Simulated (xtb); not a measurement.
H₂Se, SMILES [SeH2]. All values are semi-empirical tight-binding results from xtb (GFN2-xTB unless named), good for trends rather than for accurate numbers. Coordinates come from a GFN2-xTB optimisation.

Problem. Estimate the properties. (Estimate from the structure and the level; the computed values follow.)

Solution. 
```yaml
point_group_as_xtb_finds_it: C2v
orbital_gap: 4.37 eV
zero_point_energy: 7.4 kcal/mol
G − E(el) at 298.15 K (modified RRHO): -5.7 kcal/mol
static polarisability (D4 model): 31.0 bohr³
solvation energy, GFN2-xTB/ALPB(water): -3.4 kcal/mol
solvation energy, GFN2-xTB/ALPB(ch2cl2): -1.6 kcal/mol
```
